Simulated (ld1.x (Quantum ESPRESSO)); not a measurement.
# PBE TM dataset for B, scalar-relativistic all-electron reference.

* Element: boron (B)
* Generator: ld1.x (Quantum ESPRESSO) 7.5
* Type: norm-conserving Troullier–Martins (Kleinman–Bylander form)
* Functional: PBE
* Relativity: scalar-relativistic
* Frozen core: [He]
* Valence charge: 3
* Reference configuration: 2s1.75 2p1.25
* Partial waves: 2s (bound): rc 1.45 bohr; 2p (bound): rc 2.30 bohr; 3d channel at 0.15 Ry: rc 2.15 bohr
* Local potential: the d channel
* Core correction: Bessel-smoothed model core, default radius (core density twice the valence density)

- Cutoffs needed: 21 Ry and 50 Ry (the cutoffs (Ry, on a coarse ladder) from which the occupation-weighted sum of valence levels, in a spherical-Bessel basis at the reference potential, stays within 10 and 1 mRy of its value at 400 Ry)
- Ghost test: no extra level below or beside the all-electron valence levels (s, p, d, f tested) (spherical-Bessel basis up to 400 Ry, 20 bohr box)
- Largest excitation error: +138 meV (all-electron minus pseudo) for 2s1 2p0, out of 7 test configurations
